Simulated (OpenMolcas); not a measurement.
**Lines of Ti I: computed and rescaled rates**

```
Program             : OpenMolcas
Method              : MS-CASPT2, IPEA 0.25 Eh, imaginary shift 0.1 Eh (closed shells correlated: 3s 3p)
Basis               : ANO-RCC-VQZP [7s6p4d3f2g1h]
Scalar Hamiltonian  : DKH2, point nucleus
Active space        : 4 electrons in 6 orbitals (3d 4s)
State averaging     : 2S+1 = 3 even, 55 roots; 2S+1 = 5 even, 10 roots kept (CI in the orbitals of an earlier block); 2S+1 = 1 even, 49 roots kept (CI in the orbitals of an earlier block)
Spin-orbit coupling : state interaction with AMFI integrals over the reference wave functions, term energies averaged over their components
```

Rates come from the transition moments of the reference wave functions (E1 and E2 in the length form). At fixed line strength A goes as λ^-3 for E1 and M1 and as λ^-5 for E2, so a rate at the computed wavelength can be rescaled to the measured one. Measured vacuum wavelengths follow from level energies in NIST Handbook of Basic Atomic Spectroscopic Data. Branching counts decays inside the model space alone, at computed energies, and the table is only a selection of the M1 lines, drawn from those between levels with measured partners whose computed energy lies within a factor of 1.5 of the measured one.

```csv
Upper,Lower,Type,λ computed (nm),λ measured (nm),A computed (s-1),A rescaled (s-1),Branching %
3d² 4s² ³F₄,3d² 4s² ³F₃,M1,54280,46140,1.27e-04,2.07e-04,100.0
3d² 4s² ³F₃,3d² 4s² ³F₂,M1,66520,58780,8.73e-05,1.27e-04,100.0
3d³ 4s ⁵F₅,3d³ 4s ⁵F₄,M1,85670,99790,5.17e-05,3.27e-05,97.4
3d³ 4s ⁵F₄,3d³ 4s ⁵F₃,M1,106000,122300,4.74e-05,3.09e-05,94.6
3d³ 4s ⁵F₃,3d³ 4s ⁵F₂,M1,140300,160700,2.52e-05,1.68e-05,88.9
```

The largest correction is for 3d² 4s² ³F₄ → 3d² 4s² ³F₃ (M1): 1.27e-04 × (54280 / 46140)^3 = 2.07e-04 s-1, a factor of 1.63.

No measured rate stands beside these. Rescaling mends the energy factor alone: line strengths can still be far off where a level mixes with configurations outside the active space, and weak or spin-changing lines hang on small mixing coefficients that depend on the term gaps too, so rescaling need not improve them.

CASPT2 breaks the degeneracy within a term, and the mean is taken; among the terms shown or strongly mixed into the levels shown the widest spread is 2800 cm-1 (3d² 4s² ³F). Over all roots computed the reference weight is 0.81 to 0.92; the roots of lowest weight are the least certain, and an intruder state may touch them. Terms from blocks run as CI alone lack orbitals of their own. Configurations are named by rounded mean occupations; where the s occupation lies near a half they are strongly mixed, a name can repeat and a true partner stay unpaired. A single d shell beside an s shell can misplace configurations of different d count against each other. Measured partners are found by configuration, term and J. A level has none where our copy of the source lacks it or the pairing is in doubt (some pairs that miss far off the trend of their configuration count as doubtful). Only configurations of the active space appear.
